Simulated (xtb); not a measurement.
Input for xtb: GFN-FF on CHIO2 (a complex), monomers drawn apart or pushed together.

```
$ xtb mol.xyz --gfnff --sp --chrg 0 --uhf 0
5

O      1.13097344    -0.11991734    -0.02415050
C     -0.00881629     0.04349541     0.10863795
O     -1.15079624     0.20741376     0.23111172
I      0.10903627    -0.05182907     4.36314234
H     -1.47691610     0.18277802     4.16411219
```

The log:

```
[...]
           -------------------------------------------------
          |                Calculation Setup                |
           -------------------------------------------------



molecular fragmentation (1/2 indicates fragments):
11122
# atoms in fragment 1/2:     3     2
 fragment masses (1/2) :       44.01      127.91
CMA distance (Bohr)    :   8.048
constraining FC (au)   :  0.0500

          ==================== Thresholds ====================
          CN  :   150.00000
          rep :   500.00000
          disp:  2500.00000
          HB1 :   250.00000
          HB2 :   450.00000

          Pauling EN used:
          Z : 1  EN :  2.20
          Z : 6  EN :  2.55
          Z : 8  EN :  3.44
          Z :53  EN :  2.66
          electric field strengths (au): 0.000

           -------------------------------------------------
          |           Force Field Initialization            |
           -------------------------------------------------

          distances ...
          ----------------------------------------
          generating topology and atomic info file ...
          pair mat ...
          computing topology distances matrix with Floyd-Warshall algo ...
          making topology EEQ charges ...
          #fragments for EEQ constrain: 2
          ----------------------------------------
          generating topology and atomic info file ...
          pair mat ...
          computing topology distances matrix with Floyd-Warshall algo ...
          making topology EEQ charges ...
          rings ...
          # BATM   0
          # H in HB   1
          doing iterative Hueckel for 1 subsystem(s) ...

  atom   neighbors  erfCN metchar sp-hybrid imet pi  qest     coordinates
    1  O       1    0.98   0.00         2    0    1  -0.187    2.137230   -0.226611   -0.045638
    2  C       2    1.93   0.00         1    0    1   0.373   -0.016660    0.082194    0.205296
    3  O       1    0.98   0.00         2    0    1  -0.187   -2.174690    0.391955    0.436738
    4  I       1    0.98   0.00         0    0    0  -0.057    0.206049   -0.097943    8.245144
    5  H       1    0.98   0.00         0    0    0   0.057   -2.790967    0.345400    7.869032

          #atoms :   5
          #bonds :   3
          #angl  :   1
          #tors  :   0
          #nmol  :   2
          #optfrag :   2
           -------------------------------------------------
          |                   G F N - F F                   |
          |          A general generic force-field          |
          |                  Version 1.0.3                  |
           -------------------------------------------------
          Number of HB bonds (bound hydrogen)     6
          Number of HB bonds (unbound hydrogen)   12
          Number of XB bonds                      20

 E+G (total)                   0 d,  0 h,  0 min,  0.000 sec
 distance/D3 list               ...        0 min,  0.000 sec (  0.354%)
 non bonded repulsion           ...        0 min,  0.000 sec ( 16.780%)
 dCN                            ...        0 min,  0.000 sec (  3.183%)
 EEQ energy and q               ...        0 min,  0.000 sec ( 12.171%)
 D3                             ...        0 min,  0.000 sec ( 12.332%)
 EEQ gradient                   ...        0 min,  0.000 sec (  3.905%)
 bonds                          ...        0 min,  0.000 sec (  8.399%)
 bend and torsion               ...        0 min,  0.000 sec (  3.974%)
 bonded ATM                     ...        0 min,  0.000 sec (  0.539%)
 HB/XB (incl list setup)        ...        0 min,  0.000 sec ( 29.003%)

         :::::::::::::::::::::::::::::::::::::::::::::::::::::
Note: The following floating-point exceptions are signalling: IEEE_UNDERFLOW_FLAG IEEE_DENORMAL
normal termination of xtb
         ::                     SUMMARY                     ::
         :::::::::::::::::::::::::::::::::::::::::::::::::::::
         :: total energy              -0.784344085463 Eh    ::
         :: gradient norm              0.014930571938 Eh/a0 ::
         ::.................................................::
         :: bond energy               -0.744352294557 Eh    ::
         :: angle energy               0.000007593134 Eh    ::
         :: torsion energy             0.000000000000 Eh    ::
         :: repulsion energy           0.066935649209 Eh    ::
         :: electrostat energy        -0.105435382584 Eh    ::
         :: dispersion energy         -0.001499006913 Eh    ::
         :: HB energy                 -0.000000643752 Eh    ::
         :: XB energy                  0.000000000000 Eh    ::
         :: bonded atm energy          0.000000000000 Eh    ::
         :: external energy            0.000000000000 Eh    ::
         :: add. restraining           0.000000000000 Eh    ::
         :: total charge              -0.000000000000 e     ::
         :::::::::::::::::::::::::::::::::::::::::::::::::::::

           -------------------------------------------------
          |                Property Printout                |
           -------------------------------------------------

molecular dipole:
                 x           y           z       tot (Debye)
 q only:       -0.198       0.029      -0.019       0.512

           -------------------------------------------------
          | TOTAL ENERGY               -0.784344085463 Eh   |
          | GRADIENT NORM               0.014930571938 Eh/α |
           -------------------------------------------------
########################################################################
[WARNING] Runtime exception occurred
-1- gfnff_setup: Could not read topology file.
########################################################################

------------------------------------------------------------------------
------------------------------------------------------------------------
 total:
 SCF:
```

The run finished.

Cost: roughly 0.06 core-seconds.
